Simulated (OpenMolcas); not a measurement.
# Fe⁵⁺: the spin-orbit constant, worked from levels

```yaml
Program: OpenMolcas
Basis: ANO-L-VTZP [6s5p3d2f1g]
Scalar_Hamiltonian: non-relativistic, point nucleus
Active_space: 3 electrons in 5 orbitals (3d)
State_averaging: 2S+1 = 4 even, 10 roots; 2S+1 = 2 even, 40 roots
Spin-orbit_coupling: RASSI with atomic mean-field integrals over the reference wave functions, term energies averaged over their components
```

Methods: CASSCF; MS-CASPT2, IPEA 0.25 Eh, imaginary shift 0.1 Eh (closed shells correlated: 3s 3p). Measured levels: Corliss and Sugar, J. Phys. Chem. Ref. Data 11, 135 (1982).

**The spin-orbit constant.** For the Hund term ⁴F of d3, E(J) = (A/2) J(J+1) + constant and ζ = 2S·A = 3A. From J = 3/2 to J = 9/2 the energy changes by 10.5 A.

```csv
Source,E(9/2) - E(3/2),A,ζ
CASSCF,2222.7,211.7,635
MS-CASPT2,2226.0,212.0,636
measured,2000.6,190.5,572
```

All in cm-1. MS-CASPT2 is off by +11.3 % and CASSCF by +11.1 %. Both methods take the spin-orbit matrix elements from the reference wave functions, so the second can move ζ only through the term energies and any multistate remixing. Second-order mixing with other terms is absorbed into this ζ.

CASPT2 breaks the degeneracy within a term, and the mean is taken; among the terms shown or strongly mixed into the levels shown the widest spread is 900 cm-1 (3d³ ⁴F, MS-CASPT2). Without dynamic correlation excited terms often stand tens of per cent too high (terms of higher spin than the ground term too low), and those without a measured partner can miss by more than the paired ones (holds for CASSCF). Computed and measured levels are paired by configuration, term and J; levels that our copy of the source lacks, or whose pairing is in doubt (as where it misses far off the trend of its configuration), stay unpaired and out of the deviations. Levels of configurations outside the active space are missing.
